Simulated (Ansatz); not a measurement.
A nudged elastic band was laid between two geometries of C2H7BSi2 (12 atoms, charge 0, multiplicity 1).

Level of theory: RHF/def2-mTZVP in Ansatz.

```
movable images  : 7
climbing image  : yes
spring          : 5.0 eV/Å²
optimiser       : quadratic models (default)
start path      : through a guess of the saddle point
force threshold : 0.03 eV/Å
iteration limit : 60
end points      : relaxed
```

Image 0:

```xyz
12
Properties=species:S:1:pos:R:3
B -1.409 -0.663 0.362
C -0.157 -0.986 1.231
C 1.045 -0.452 0.958
Si 1.265 0.730 -0.515
Si -0.986 0.626 -1.174
H -2.466 -1.142 0.615
H -0.235 -1.651 2.078
H 1.880 -0.710 1.593
H 2.267 0.182 -1.453
H 1.767 2.037 -0.041
H -1.699 1.920 -1.096
H -1.196 0.055 -2.523
```

Image 8:

```xyz
12
Properties=species:S:1:pos:R:3
B -1.508 -0.661 -0.027
C -0.156 -1.083 0.779
C 1.062 -0.524 0.775
Si 1.408 0.980 -0.269
Si -0.824 0.972 -1.026
H -2.419 -0.333 0.697
H -0.271 -1.952 1.414
H 1.839 -0.957 1.385
H 2.390 0.799 -1.359
H 1.771 2.209 0.467
H -1.348 1.984 -1.970
H -1.866 -1.489 -0.832
```

What changes between the two ends?

Bonds broken: Si5–H12. Bonds formed: B1–H12.

What energy profile does the band end with?

The run converged. The highest image is number 7 of 0 to 8, 1.72 eV above the first end and 0.01 eV above the last; the last end lies 1.71 eV above the first. A vibrational analysis at the climbing image gives one clearly imaginary mode, 259i cm⁻¹: a first-order saddle point. The orbitals stay closed-shell, which can raise the energy where a bond breaks towards radicals; this wasn't checked here.

```tsv
image	path coordinate (Å)	energy (eV)	Si5–H12 (Å)	B1–H12 (Å)
0	0.00	0.00	1.48	2.98
1	0.51	0.00	1.48	2.95
2	1.02	0.02	1.48	2.89
3	1.53	0.17	1.48	2.60
4	2.04	0.59	1.50	2.19
5	2.55	1.17	1.62	1.66
6	3.06	1.60	2.03	1.30
7	3.57	1.72	2.46	1.23
8	4.15	1.71	2.68	1.21
```

What is the geometry of the highest image?


```xyz
12
Properties=species:S:1:pos:R:3
B -1.502 -0.624 0.020
C -0.168 -1.041 0.855
C 1.057 -0.503 0.814
Si 1.403 0.946 -0.308
Si -0.877 1.042 -0.906
H -2.532 -0.598 0.631
H -0.291 -1.886 1.520
H 1.840 -0.928 1.421
H 2.299 0.677 -1.450
H 1.874 2.178 0.359
H -1.411 1.979 -1.919
H -1.615 -1.298 -1.004
```

What are the harmonic wavenumbers there?

259i, 137, 323, 347, 442, 447, 495, 560, 600, 709, 733, 770, 789, 820, 900, 977, 1038, 1074, 1139, 1199, 1282, 1473, 1683, 2310, 2318, 2327, 2360, 2613, 3225, 3270 cm⁻¹.

The band took 12 iterations and about 5 core-minutes.

Time of the run: 2.4 min on 2 threads of Intel(R) Xeon(R) Platinum 8488C (Sapphire Rapids), with other jobs on the host, peak memory 0.3 GiB.
